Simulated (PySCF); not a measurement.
Calculations on Se(CN)2, `N#C[Se]C#N`, in the order of a workflow; each names the level of the geometry that it ran on. Settings lines and outputs come from a driver script.

Se(CN)2, C₂N₂Se.
Bonds: Se1–C2, Se1–C4, C2–N3, C4–N5.

Step 1: PBE0-D3(BJ)/def2-SVP geometry optimisation, gas phase (PySCF 2.14.0) (from the GFN2-xTB geometry)
```json
{"job": {"xc": "PBE0", "basis": "def2-SVP", "d3": "d3bj", "grid": 1, "maxiter": 40, "kind": "geom"}, "charge": 0, "multiplicity": 1}
```
```
step   0  E = -2586.25900910  max force = 0.030283
step   1  E = -2586.26069123  max force = 0.003685
step   2  E = -2586.26074060  max force = 0.001253
step   3  E = -2586.26078692  max force = 0.001515
step   4  E = -2586.26081398  max force = 0.000762
step   5  E = -2586.26081836  max force = 0.000148
optimisation converged
```

Final energy -2586.26082 Eh after 5 steps; dipole 3.54 D. Energies in Eh; «max force» is the largest Cartesian gradient component in Eh/bohr.

Hardware: Arm Neoverse V2, one thread, shared host. Cost: 14 s of wall time.

Step 2: TDDFT B3LYP/def2-SVPD, vertical, gas phase, core orbitals frozen in the response (PySCF 2.14.0, density-fitted response routines) (on the PBE0-D3(BJ)/def2-SVP geometry)
```json
{"job": {"kind": "uv", "xc": "B3LYP", "basis": "def2-SVPD", "ip": false, "nstates": 10}, "charge": 0, "multiplicity": 1}
```
```
...
Static polarisability (au): isotropic 56.345, principal 38.514 54.196 76.326
Singlet excitations
state   eV       nm        f      main configurations
  1   4.5510    272.4   0.00000   H->L 0.99
  2   5.2171    237.6   0.00079   H->L+1 0.96
  3   6.0989    203.3   0.00295   H->L+2 0.94
  4   6.4620    191.9   0.01865   H->L+3 0.65, H-2->L 0.25
  5   6.8194    181.8   0.00013   H-1->L 0.90
  6   6.9605    178.1   0.00215   H-3->L 0.94
  7   7.0803    175.1   0.05116   H-2->L 0.52, H-1->L+1 0.40
  8   7.1927    172.4   0.00000   H-3->L+1 0.74, H-6->L 0.11
  9   7.2378    171.3   0.03649   H->L+4 0.46, H-2->L+1 0.24, H-4->L 0.18
 10   7.5761    163.7   0.00035   H-2->L+1 0.59, H-4->L 0.33
Triplet excitations (Tamm-Dancoff, eV): 4.1378 4.7705 5.5056 5.6476
```

HOMO -8.41 eV, LUMO -2.54 eV; lowest singlet 4.55 eV; lowest triplet 4.14 eV (Tamm–Dancoff); mean polarisability 56.3 au.

Time: 8.2 s. Hardware: one thread, Arm Neoverse V2 (shared host).

Step 3: delta-SCF UKS SCAN, pcX-2 on the ionised atom, pcseg-1 elsewhere, spin-free X2C (PySCF 2.14.0) (on the PBE0-D3(BJ)/def2-SVP geometry)
```json
{"job": {"kind": "xps", "metal_2p": true}, "charge": 0, "multiplicity": 1}
```
```
...
ground state, core basis on atom 1 (C), 114 functions
  E(ground) = -2609.08002732 Eh
hole in C 1s of atom 1
  E(ion) = -2598.30219665 Eh   <S^2> = 0.8252   hole on atom = 1.000   binding energy = 293.280 eV
ground state, core basis on atom 2 (N), 114 functions
  E(ground) = -2609.08348776 Eh
hole in N 1s of atom 2
  E(ion) = -2594.16124176 Eh   <S^2> = 0.8247   hole on atom = 1.000   binding energy = 406.055 eV
```

C1s of C2 293.28 eV; N1s of N3 406.05 eV; one atom stands for each set of equivalent ones. SCF cycles are left out; they run on a coarse grid, and E(ground) and E(ion) are re-evaluated on a finer one. The log counts atoms from 0, this text from 1.

On an Arm Neoverse V2 with one thread, no GPU, shared host, this took 4.9 s wall.

Geometry of the electronic-property runs (PBE0-D3(BJ)/def2-SVP):
```
atom  x, y, z in Å
Se1    0.0103    0.0263   -1.2651
C2     1.3679    0.0081   -0.0263
N3     2.2815   -0.0020    0.6889
C4    -1.3670   -0.0062   -0.0483
N5    -2.2927   -0.0262    0.6508
```

